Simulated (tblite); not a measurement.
Compound: C₇H₉O (doublet state).
Structure used (GFN2-xTB), in Å, numbered top down from 1:
```
atom  x, y, z in Å
O1     2.7898    0.6499    0.1416
C2     1.5572    1.1353   -0.2049
C3     0.3407    0.3794   -0.0355
C4    -1.0307    1.0631   -0.1947
C5    -1.5668   -0.2931   -0.5981
C6    -0.8533   -1.3248    0.2574
C7     0.1015   -0.5728    1.1598
C8    -0.2144   -0.7980   -0.9881
H9     2.6756   -0.1512    0.6671
H10    1.6133    1.9842   -0.8623
H11   -1.0450    1.7709   -1.0206
H12   -1.4417    1.5296    0.7010
H13   -2.5126   -0.4941   -1.0723
H14   -1.2565   -2.3079    0.4339
H15   -0.2997   -0.1126    2.0641
H16    0.9679   -1.1828    1.4167
H17    0.1678   -1.2633   -1.8750
```

Level: GFN2-xTB in tblite, geometry and Hessian alike; calculated harmonic values, unscaled, isolated species. Errors from tens to a few hundred cm⁻¹ against measured bands are possible. One conformer, not necessarily the lowest. Open shells enter through the occupations alone, without spin polarisation, and single modes of such species can be off by tens of per cent.

Harmonic wavenumbers (cm⁻¹): 44.3, 194.2, 236.6, 361.2, 396.6, 443.8, 475.8, 500.7, 660.1, 712.2, 752.7, 847.5, 851.5, 877.9, 931.1, 939.9, 969.2, 1006.9, 1021.3, 1030.1, 1051.0, 1053.9, 1068.9, 1101.5, 1105.3, 1150.4, 1170.7, 1202.1, 1227.9, 1238.3, 1254.5, 1275.7, 1396.6, 1418.7, 1475.1, 1493.1, 2966.2, 2977.0, 2984.0, 3016.8, 3094.5, 3102.7, 3126.8, 3133.4, 3511.5.

A = 4472, B = 1761, C = 1573 MHz; mass 109.065 u (most abundant isotopes); point group C1, symmetry number 1; spin multiplicity 2.

**Question.** Zero-point energy?

**Answer.** Half the sum of the wavenumbers: 30425 cm⁻¹ = 86.99 kcal/mol.

**Question.** Entropy at 298.15 K, 1 bar (ideal gas, RRHO, classical rotation)?

**Answer.** Translation 40.00, rotation 27.65, vibration 16.04, spin (R ln 2) 1.38: S = 85.1 cal/(mol K).

**Question.** And Cp and H(298.15 K) − H(0)?

**Answer.** Cp = 30.27 cal/(mol K), of which vibrations give 22.32 (their classical limit is 45 R = 89.4); H(298.15 K) − H(0) = 5.10 kcal/mol without the zero-point energy, 2.73 from vibrations.

**Question.** Which modes carry the vibrational entropy at 298.15 K?

**Answer.** 44.3 cm⁻¹: 5.06; 194.2 cm⁻¹: 2.19; 236.6 cm⁻¹: 1.83; 361.2 cm⁻¹: 1.12; 396.6 cm⁻¹: 0.98; 443.8 cm⁻¹: 0.81 cal/(mol K); the other 39 give 4.06 together.

**Question.** What must be added to the electronic energy to get the Gibbs energy at 298.15 K and 1 bar?

**Answer.** ZPE + [H(298.15 K) − H(0)] − T·S = 86.99 + 5.10 − 25.36 = 66.73 kcal/mol.

Hindered rotation and anharmonicity are outside this model. Other conformers, if any are populated, would add a mixing term that is left out. The structure is chiral; the term R ln 2 for an equal mix with its mirror image is left out.
